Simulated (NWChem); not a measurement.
# GaNH3Br; SMILES [Br][GaH][NH2]

```xyz
6

Ga    -0.3790     0.9015     0.0000
H     -1.8538     1.3802     0.0000
Br     0.1172    -1.3423     0.0000
N      1.0606     1.9801     0.0000
H      2.0136     1.6372     0.0000
H      1.0138     2.9916     0.0000
```
Atoms are numbered in this order, from 1.

Computed with NWChem. Pople sets run with spherical d functions. Structure relaxed at the PBE0/def2-SVP level. B3LYP is NWChem's, with the RPA form of VWN correlation. GIAO values for the isolated, static molecule; σ is the absolute isotropic shielding, δ = σ(reference) − σ with the isolated reference molecule computed at the same levels (1H: tetramethylsilane, 15N: ammonia). Spin-orbit effects, on the heavy nuclei and on their neighbours, are missing.

```csv
level,σ Ga1 (ppm),δ H2 (ppm),σ Br3 (ppm),δ N4 (ppm),δ H5 (ppm),δ H6 (ppm)
B3LYP/6-31G*,1547.3,6.35,2668.8,69.0,1.96,2.09
B3LYP/6-311G**,1307.1,5.99,2589.9,73.3,2.25,2.43
KT2/pcSseg-1,1321.9,5.79,2556.5,77.2,2.67,2.80
PBE0/pcSseg-1,1326.4,5.55,2637.0,66.6,2.31,2.39
```
